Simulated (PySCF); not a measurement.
Compound: C₆H₁₀N₂O.
Structure used (PBE0-D3(BJ)/def2-SVP), in Å, numbered top down from 1:
```xyz
19
C6H10N2O angstrom
C     -0.5602    2.1285   -0.3821
N     -0.8210    0.7245   -0.5450
C      0.1232   -0.2170   -0.1695
C     -0.1596   -1.6095    0.0169
C     -1.4820   -2.2800   -0.0935
N      0.9268   -2.2749    0.3162
O      1.9354   -1.3764    0.3321
C      1.4771   -0.1349    0.0475
C      2.5138    0.9274   -0.0048
H      0.2868    2.4414   -1.0122
H     -0.3332    2.4297    0.6610
H     -1.4362    2.7005   -0.7180
H     -1.7595    0.4541   -0.2784
H     -1.9156   -2.1405   -1.0964
H     -2.2002   -1.8758    0.6394
H     -1.3697   -3.3549    0.0963
H      2.9008    1.0765   -1.0267
H      3.3614    0.6338    0.6298
H      2.1344    1.8915    0.3560
```

Theory: TDDFT PBE0/def2-SVPD, vertical, gas phase, core orbitals frozen in the response (PySCF 2.14.0, density-fitted response routines).

Transition dipole moments from the ground state, in atomic units and in the frame of the coordinates above (overall signs are arbitrary), for the states with f of 0.002 or more among the lowest 6:

```
state  E (hartree)      μx      μy      μz
   S1       0.1869   0.146   0.030  -0.002
   S2       0.1919  -0.780  -0.452  -0.025
   S3       0.2092   0.079  -0.114  -0.153
   S4       0.2293   0.088  -0.168  -0.054
   S5       0.2399  -0.414   0.372   0.071
   S6       0.2427   0.059  -0.056  -0.181
```

Q: Work out the oscillator strengths.

A: f = (2/3) ΔE |μ|² with ΔE in hartree (27.2114 eV).

| state | \|μ\|² (au) | \|μ\| (D) | f |
| --- | --- | --- | --- |
| S1 | 0.022 | 0.38 | 0.003 |
| S2 | 0.813 | 2.29 | 0.104 |
| S3 | 0.043 | 0.53 | 0.006 |
| S4 | 0.039 | 0.50 | 0.006 |
| S5 | 0.315 | 1.43 | 0.050 |
| S6 | 0.039 | 0.50 | 0.006 |

Q: Which bond between heavy atoms lies closest to the direction of the S2 transition dipole?

A: C4–C5, at 4° from it; next N6–O7 at 12°.

Q: What angle do the transition dipoles of S2 and S5 make?

A: |cos θ| = |μa·μb| / (|μa| |μb|) = 0.30, so θ ≈ 72° (taken between 0 and 90°, since the signs are arbitrary).

Q: How is the summed strength of these states shared among x, y and z?

A: (2/3) Σ ΔE μα² gives 0.110 for x, 0.055 for y and 0.010 for z, 0.175 in all.

Q: What peak molar absorption coefficient would the strongest computed level give as a lone Gaussian band 0.5 eV wide at half height?

A: ε(max) = 2.175×10⁸ f / FWHM, with the width in cm⁻¹. S2: 2.175×10⁸ × 0.1040 / 4033 ≈ 5600 L mol⁻¹ cm⁻¹.

One conformer stands for the species.
